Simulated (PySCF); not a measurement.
**Ge: ionisation energy**

Ge [Ar] 3d10 4s2 4p2 (3P) → Ge⁺ [Ar] 3d10 4s2 4p1 (2P), as a difference of total energies. All numbers are calculated (PySCF 2.14, scalar relativity by spin-free X2C-1e, in x2c-TZVPPall with one added diffuse shell each of s, p, d type (7s6p5d1f, 57 functions)). Correlated levels: valence: [Ar] 3d10 frozen; valence and next inner shell: [Ne] frozen. The calculations carry no spin-orbit coupling.

```json
{"method": "UHF", "ionisation energy (eV)": "7.404"}
{"method": "LDA", "ionisation energy (eV)": "8.008"}
{"method": "PBE", "ionisation energy (eV)": "7.885"}
{"method": "r2SCAN", "ionisation energy (eV)": "8.045"}
{"method": "r2SCAN0", "ionisation energy (eV)": "8.038"}
{"method": "BLYP", "ionisation energy (eV)": "7.693"}
{"method": "PBEsol", "ionisation energy (eV)": "7.890"}
{"method": "B3LYP", "ionisation energy (eV)": "7.869"}
{"method": "SCS-MP2 (valence)", "ionisation energy (eV)": "7.672"}
{"method": "MP2 (valence and next inner shell)", "ionisation energy (eV)": "7.837"}
{"method": "SCS-MP2 (valence and next inner shell)", "ionisation energy (eV)": "7.731"}
```

Task: Estimate what MP2 (valence) gives.

Result: 7.748 eV, closest to SCS-MP2 (valence and next inner shell) among the rows shown.

Task: Estimate what PBE0 gives.

Result: 7.915 eV, closest to PBEsol among the rows shown.

A first-order spin-orbit estimate (lowest level to lowest level, LS coupling) adds -0.029 eV.

Errors of the correlated levels include the incompleteness of this basis and the frozen core.

For comparison: 7.899 eV (measured; NIST Atomic Spectra Database, ionization energies).
